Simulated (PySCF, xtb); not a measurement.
C3H7FOSi, SMILES C[SiH2]O/C=C\F.

GFN2-xTB in xtb at its own geometry gives an orbital gap of 4.82 eV and a dipole moment of 2.50 D.

Coordinates come from a B3LYP-D3(BJ)/def2-SVP optimisation. The structure was generated by enumeration; whether it is a known compound was not checked. The values are those of a single conformer.

### Question
What does PBE/def2-TZVP (PySCF) give? (The exact figures need the calculation; the answer reports its results.)

### Answer
gap 4.92 eV (levels -5.40 and -0.48 eV), dipole 1.87 D.
